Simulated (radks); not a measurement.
Results of a calculation; reference values are marked as such.
Ru XVIII, configuration [Ar] 3d9.

Level of theory: Dirac Kohn-Sham, exchange-only PBE, spin-unpolarised, spherical densities, finite nucleus; open shells fill j = l - 1/2 first; Fermi nuclear charge, rms radius 4.4809 fm (a radial shooting solver on a logarithmic mesh with Libxc functionals).

Energy parts (hartree):
| part | energy |
|---|---|
| total | -4410.32914 |
| kinetic | 4594.91425 |
| electron-nucleus | -10204.42254 |
| Hartree | 1316.71594 |
| exchange | -117.53680 |

Orbitals (lengths in bohr, moments of r in powers of bohr):
orbital  occ.  eigenvalue (hartree)     <r^2>  small-component weight
1s1/2       2             -822.8281  0.001509                2.58e-02
2s1/2       2             -132.4976   0.02487                5.36e-03
2p1/2       2             -123.7768   0.01869                5.37e-03
2p3/2       4             -118.9478   0.02002                5.18e-03
3s1/2       2             -35.94926    0.1777                1.53e-03
3p1/2       2             -32.57144    0.1724                1.48e-03
3p3/2       4             -31.70675    0.1810                1.43e-03
3d3/2       4             -25.79778    0.1578                1.32e-03
3d5/2       5             -25.62353    0.1602                1.31e-03

The highest occupied level is 3d5/2 at -697.25 eV. The density falls to 0.001 e/bohr^3 at r = 1.24 bohr. The electron density at the nucleus is 1.098e+05 e/bohr^3. Summed over all electrons, <r^2> = 3.027 bohr^2, which gives a Langevin (diamagnetic) susceptibility term of -2.4 x 10^-6 cm^3/mol.
